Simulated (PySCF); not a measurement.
Radial density of Cu⁺ (copper, charge +1)

UHF, [Ar] 3d10, closed-shell 1S. All numbers are calculated (PySCF 2.14, the non-relativistic Hamiltonian (point nucleus), in def2-TZVP).

```csv
r (bohr),4πr²ρ (e/bohr)
0.000737,0.1086
0.00124,0.2993
0.00209,0.8043
0.00351,2.098
0.00590,5.164
0.00992,11.59
0.0167,22.19
0.0281,32.91
0.0472,33.55
0.0794,27.72
0.134,36.92
0.225,33.69
0.378,17.54
0.636,22.70
1.07,10.52
1.80,1.871
3.03,0.1872
5.09,0.001126
```
